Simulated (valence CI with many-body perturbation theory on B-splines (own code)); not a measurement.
# E1 transitions of Bi

Computed by configuration interaction combined with many-body perturbation theory (CI+MBPT): five valence electrons over a frozen Dirac-Fock core [Xe] 4f14 5d10, a basis of 9 s, 9 p, 8 d, 6 f, 3 g, 1 h functions for each j, with the one-electron correlation potential Σ1, the two-electron term Σ2, the three-electron term Σ3, Breit, model QED; selected CI, second order for the rest, scaled by the run's own slope (own B-spline code, finite nucleus).

Set against measurement, 16 paired levels are off by 254 cm⁻¹ on average, the worst by 606. These come from a selection out of the NIST Handbook of Basic Atomic Spectroscopic Data. Levels without a partner in it may be off by more. Among the levels kept, up to 640 cm⁻¹ of a level comes from second order outside the variational space, and about a tenth of that is noise between levels of different J, which matters for small intervals.

Lines 51 to 95 of 95 in falling wavelength, among levels below 53115 cm⁻¹, chosen from the strongest by gf and those to the six lowest levels. Wavelengths and rates use the calculated energies, so an error of 300 cm⁻¹ moves a line at 664.3 nm by 2 % and its rate by three times that or more. Electric multipoles are in the length gauge, E1 and E2 with the static RPA response of the core. Weak lines are less certain than strong ones. Lines between different terms over intervals too small for the method are left out, as are lines whose strength nearly cancels and 4 of this kind that miss the measured wavelength by over 7 %. The highest levels of a list are the least certain.

Levels are named by their leading jj configuration (3d3/2^4 stands for four electrons in 3d with j = 3/2), which in mixed levels can hold well under half, so a name can repeat and another be missing. Letters in brackets count levels of one name in rising energy.

```tsv
λ vac (nm)	λ from measured levels	Upper	Lower	A (s⁻¹)	S (a.u.)
664.3	652.5	(6s^2 6p1/2 6p3/2 7s) J=5/2	(6s^2 6p3/2^3) J=3/2	1.80e+03	1.56e-03
626.1	613.6	(6s^2 6p1/2 6p3/2 7s) J=3/2 [b]	(6s^2 6p3/2^3) J=3/2	4.61e+05	2.23e-01
589.0		(6s^2 6p1/2^2 8p1/2) J=1/2	(6s^2 6p1/2^2 7s) J=1/2	3.56e+05	7.18e-02
581.7	560.1	(6s^2 6p1/2^2 7d3/2) J=3/2	(6s^2 6p3/2^3) J=3/2	1.20e+05	4.65e-02
578.5	555.8	(6s^2 6p1/2^2 7d5/2) J=5/2	(6s^2 6p3/2^3) J=3/2	8.36e+02	4.79e-04
568.8		(6s^2 6p1/2^2 8p3/2) J=3/2	(6s^2 6p1/2^2 7s) J=1/2	3.77e+06	1.37e+00
548.5		(6s^2 6p1/2^2 9s) J=1/2	(6s^2 6p3/2^3) J=3/2	1.09e+04	1.78e-03
487.3		(6s^2 6p1/2^2 9p1/2) J=1/2	(6s^2 6p1/2^2 7s) J=1/2	2.42e+04	2.76e-03
481.4		(6s^2 6p1/2^2 9p3/2) J=3/2	(6s^2 6p1/2^2 7s) J=1/2	1.10e+06	2.42e-01
481.1	472.4	(6s^2 6p1/2^2 7s) J=1/2	(6s^2 6p1/2 6p3/2^2) J=3/2	4.40e+06	4.84e-01
457.1	449.4	(6s^2 6p1/2^2 6d3/2) J=3/2	(6s^2 6p1/2 6p3/2^2) J=1/2	3.99e+03	7.52e-04
430.8	431.0	(6s^2 6p1/2 6p3/2 7s) J=3/2 [a]	(6s^2 6p1/2 6p3/2^2) J=1/2	4.07e+05	6.43e-02
412.7	412.3	(6s^2 6p1/2 6p3/2 7s) J=1/2	(6s^2 6p1/2 6p3/2^2) J=1/2	1.73e+07	1.20e+00
398.2	388.9	(6s^2 6p1/2^2 8s) J=1/2	(6s^2 6p1/2 6p3/2^2) J=1/2	2.48e+06	1.54e-01
360.8	359.7	(6s^2 6p1/2 6p3/2 7s) J=3/2 [b]	(6s^2 6p1/2 6p3/2^2) J=1/2	2.03e+07	1.88e+00
357.4	351.2	(6s^2 6p1/2^2 6d3/2) J=3/2	(6s^2 6p1/2 6p3/2^2) J=5/2	5.22e+06	4.71e-01
346.5	340.4	(6s^2 6p1/2^2 6d5/2) J=5/2	(6s^2 6p1/2 6p3/2^2) J=5/2	3.57e+03	4.39e-04
345.6	340.6	(6s^2 6p1/2^2 7d3/2) J=3/2	(6s^2 6p1/2 6p3/2^2) J=1/2	3.39e+06	2.76e-01
341.1	339.8	(6s^2 6p1/2 6p3/2 7s) J=3/2 [a]	(6s^2 6p1/2 6p3/2^2) J=5/2	1.53e+07	1.20e+00
333.6		(6s^2 6p1/2^2 9s) J=1/2	(6s^2 6p1/2 6p3/2^2) J=1/2	1.04e+04	3.81e-04
312.6	307.8	(6s^2 6p1/2^2 6d3/2) J=3/2	(6s^2 6p1/2 6p3/2^2) J=3/2	1.36e+06	8.22e-02
309.4	306.9	(6s^2 6p1/2^2 7s) J=1/2	(6s^2 6p1/2^2 6p3/2) J=3/2	1.71e+08	5.01e+00
304.2	299.4	(6s^2 6p1/2^2 6d5/2) J=5/2	(6s^2 6p1/2 6p3/2^2) J=3/2	8.28e+06	6.91e-01
304.0	302.6	(6s^2 6p1/2 6p3/2 7s) J=5/2	(6s^2 6p1/2 6p3/2^2) J=5/2	7.29e+07	6.06e+00
300.1	299.0	(6s^2 6p1/2 6p3/2 7s) J=3/2 [a]	(6s^2 6p1/2 6p3/2^2) J=3/2	5.00e+07	2.67e+00
295.7	293.9	(6s^2 6p1/2 6p3/2 7s) J=3/2 [b]	(6s^2 6p1/2 6p3/2^2) J=5/2	1.29e+08	6.59e+00
291.2	289.9	(6s^2 6p1/2 6p3/2 7s) J=1/2	(6s^2 6p1/2 6p3/2^2) J=3/2	1.76e+08	4.29e+00
285.4	281.0	(6s^2 6p1/2^2 7d3/2) J=3/2	(6s^2 6p1/2 6p3/2^2) J=5/2	2.15e+07	9.87e-01
284.6	279.9	(6s^2 6p1/2^2 7d5/2) J=5/2	(6s^2 6p1/2 6p3/2^2) J=5/2	9.58e+05	6.54e-02
283.8	278.1	(6s^2 6p1/2^2 8s) J=1/2	(6s^2 6p1/2 6p3/2^2) J=3/2	4.57e+07	1.03e+00
270.9	269.8	(6s^2 6p1/2 6p3/2 7s) J=5/2	(6s^2 6p1/2 6p3/2^2) J=3/2	5.61e+06	3.30e-01
264.3	262.9	(6s^2 6p1/2 6p3/2 7s) J=3/2 [b]	(6s^2 6p1/2 6p3/2^2) J=3/2	3.85e+07	1.40e+00
256.1	252.5	(6s^2 6p1/2^2 7d3/2) J=3/2	(6s^2 6p1/2 6p3/2^2) J=3/2	1.20e+07	3.97e-01
255.5	251.6	(6s^2 6p1/2^2 7d5/2) J=5/2	(6s^2 6p1/2 6p3/2^2) J=3/2	1.94e+06	9.60e-02
249.4		(6s^2 6p1/2^2 9s) J=1/2	(6s^2 6p1/2 6p3/2^2) J=3/2	1.21e+06	1.85e-02
229.7	227.7	(6s^2 6p1/2^2 6d3/2) J=3/2	(6s^2 6p1/2^2 6p3/2) J=3/2	2.69e+07	6.44e-01
225.2	223.1	(6s^2 6p1/2^2 6d5/2) J=5/2	(6s^2 6p1/2^2 6p3/2) J=3/2	2.30e+08	7.76e+00
222.9	222.9	(6s^2 6p1/2 6p3/2 7s) J=3/2 [a]	(6s^2 6p1/2^2 6p3/2) J=3/2	1.11e+08	2.43e+00
217.9	217.8	(6s^2 6p1/2 6p3/2 7s) J=1/2	(6s^2 6p1/2^2 6p3/2) J=3/2	1.07e+05	1.09e-03
213.8	211.1	(6s^2 6p1/2^2 8s) J=1/2	(6s^2 6p1/2^2 6p3/2) J=3/2	5.00e+07	4.83e-01
206.4	206.2	(6s^2 6p1/2 6p3/2 7s) J=5/2	(6s^2 6p1/2^2 6p3/2) J=3/2	1.10e+08	2.87e+00
202.6	202.2	(6s^2 6p1/2 6p3/2 7s) J=3/2 [b]	(6s^2 6p1/2^2 6p3/2) J=3/2	6.29e+06	1.03e-01
197.7	196.0	(6s^2 6p1/2^2 7d3/2) J=3/2	(6s^2 6p1/2^2 6p3/2) J=3/2	2.07e+07	3.16e-01
197.3	195.5	(6s^2 6p1/2^2 7d5/2) J=5/2	(6s^2 6p1/2^2 6p3/2) J=3/2	5.61e+07	1.28e+00
193.7		(6s^2 6p1/2^2 9s) J=1/2	(6s^2 6p1/2^2 6p3/2) J=3/2	1.53e+07	1.10e-01
```
